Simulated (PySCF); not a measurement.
Electron correlation in N (nitrogen, neutral)

[He] 2s1 2p4, high-spin 4P determinant (an excited configuration). All numbers are calculated (PySCF 2.14, the spin-free X2C one-electron Hamiltonian (Gaussian nucleus), in aug-cc-pCVTZ-DK with one added diffuse shell each of s, p, d, f type (8s7p5d3f, 75 functions)). Frozen: 1s2; 5 electrons correlated.

```csv
level,correlation energy (mhartree)
CCSD,-115.37
(T),-5.42
CCSD(T),-120.79
```

Diagnostics: T1 = 0.027, D1 = 0.0699, largest double amplitude 0.124.

Cost of the coupled-cluster step: about 24 core-seconds, for 5 correlated electrons.
